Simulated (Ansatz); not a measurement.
Relaxation of ClF2HSi (5 atoms, charge 0, multiplicity 1), to a largest force component of 0.02 eV/Å in at most 40 steps.

Computed with RKS PBE0-D4/cc-pVDZ in Ansatz.

```xyz
5
Properties=species:S:1:pos:R:3:forces:R:3
Si 0.000 0.000 0.000 -0.60 -1.12 2.23
Cl 0.000 0.000 2.130 0.05 0.09 -1.40
F 1.499 0.000 -0.529 1.24 0.13 -0.35
F -0.749 1.297 -0.529 -0.53 1.18 -0.37
H -0.688 -1.191 -0.486 -0.17 -0.29 -0.11
```

Task: Where does it end, and by what steps?

Result: The forces met the threshold. After 4 steps the energy has fallen by 0.122 eV; Cl2 moved furthest, 0.06 Å.

```tsv
step	energy less start (eV)	largest force component (eV/Å)	accepted
0	0.0000	2.230	yes
1	-0.0985	1.016	yes
2	-0.1203	0.158	yes
3	-0.1213	0.040	yes
4	-0.1216	0.013	yes
```

```xyz
5
Properties=species:S:1:pos:R:3
Si -0.014 -0.025 0.029
Cl 0.011 0.018 2.071
F 1.520 0.010 -0.509
F -0.751 1.321 -0.510
H -0.703 -1.218 -0.496
```

Whether the end is a true minimum wasn't checked by a vibrational analysis.

Run time: 15 s on 1 thread of Arm Neoverse V1 (shared host), peak memory 0.13 GiB.
